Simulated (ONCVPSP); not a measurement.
# What the settings do to the ONCV potential of H (Z = 1)

Base potential:

H (Z = 1), optimised norm-conserving Vanderbilt (ONCV), made with ONCVPSP 4.0.1 (PW91, scalar-relativistic). Core none, reference 1s1. Waves: 1s: rc 1.20 bohr, ncon 4, nbas 7, qcut 4.3 1/bohr, 2 projectors, debl 0.5 Ha; p scattering state at 0.1 Ha: rc 1.10 bohr, ncon 5, nbas 8, qcut 8 1/bohr, 2 projectors, debl 3.4 Ha. Local part: polynomial inside 0.75 bohr (lpopt 4, dvloc0 6 Ha). Core correction: none.

Cutoffs, loose and tight: the cutoffs (Ha) at which the residual kinetic energy of the hardest occupied pseudo-wave falls to 1 and 0.1 mHa per electron. They do not see the model core or the augmentation charge, which bear on the density cutoff. Test errors are all-electron minus pseudo excitation energies from the reference, over the configurations 1s0.5. A dash means not determined; rows that change the core or the reference have their own tests.

```csv
change,outcome,"cutoff, loose","cutoff, tight",bound ghosts,GHOST(+) flags above zero
base,generated,23 Ha,73 Ha,none,none
"all radii scaled by about 0.79 (s 0.94, p 0.88 bohr); local potential polynomial inside 0.60 bohr (lpopt 4, dvloc0 6 Ha)",generated,40 Ha,119 Ha,none,s
"all radii scaled by about 0.87 (s 1.04, p 0.96 bohr); local potential polynomial inside 0.66 bohr (lpopt 4, dvloc0 6 Ha)",generated,34 Ha,98 Ha,none,s
"all radii scaled by about 0.97 (s 1.16, p 1.06 bohr); local potential polynomial inside 0.72 bohr (lpopt 4, dvloc0 6 Ha)",generated,26 Ha,78 Ha,none,s
"all radii scaled by about 1.15 (s 1.38, p 1.26 bohr); local potential polynomial inside 0.86 bohr (lpopt 4, dvloc0 6 Ha)",generated,12 Ha,54 Ha,none,none
"all radii scaled by about 1.20 (s 1.44, p 1.32 bohr); local potential polynomial inside 0.90 bohr (lpopt 4, dvloc0 6 Ha)",generated,11 Ha,48 Ha,none,none
"all radii scaled by about 1.30 (s 1.56, p 1.44 bohr); local potential polynomial inside 0.98 bohr (lpopt 4, dvloc0 6 Ha)",generated,9.3 Ha,40 Ha,none,none
```

(1) What comes out with this change to the base: all radii scaled by about 1.07 (s 1.28, p 1.18 bohr); local potential polynomial inside 0.80 bohr (lpopt 4, dvloc0 6 Ha)?

Results:

(1) outcome: generated; cutoff, loose: 15 Ha; cutoff, tight: 64 Ha; bound ghosts: none; GHOST(+) flags above zero: none.

Reading the sweep of the scale of all radii (base = 1) (base included, trends over the rows without a ghost): The loose cutoff falls from 40 Ha at 0.79 to 9.3 Ha at 1.3. A larger radius leaves more room for a smooth pseudo-wave, so fewer plane waves are needed; a smaller one forces it to follow the all-electron wave where it bends sharply.
